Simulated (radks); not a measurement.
Values are calculated unless marked as measured or tabulated.
Charge is removed step by step from the 5p3/2 level of Er, starting from [Kr] 4d10 4f12 5s2 5p(1/2: 2, 3/2: 4) 6s2. Code: a radial shooting solver on a logarithmic mesh with Libxc functionals. Model: Dirac Kohn-Sham, LDA (Slater exchange, Perdew-Wang correlation), spin-unpolarised, spherical densities, finite nucleus; open shells fill j = l - 1/2 first; Fermi nuclear charge, rms radius 5.2516 fm.

removed (e),E - E(0) (eV),eigenvalue (eV),E minus straight line (eV)
0,0.000,-24.975,0.000
0.25,6.567,-27.585,-1.032
0.5,13.803,-30.324,-1.395
0.75,21.738,-33.169,-1.059
1,30.395,-36.106,0.000

Removing the whole electron costs 30.395 eV by Delta-SCF, against 24.975 eV from minus the eigenvalue at the starting occupation. Slater's transition state (half an electron removed) gives 30.324 eV. Integrating minus the eigenvalue over the occupation (Janak's theorem) gives 30.395 eV. The mean slope of the eigenvalue, de/dn, is 11.1 eV per electron.
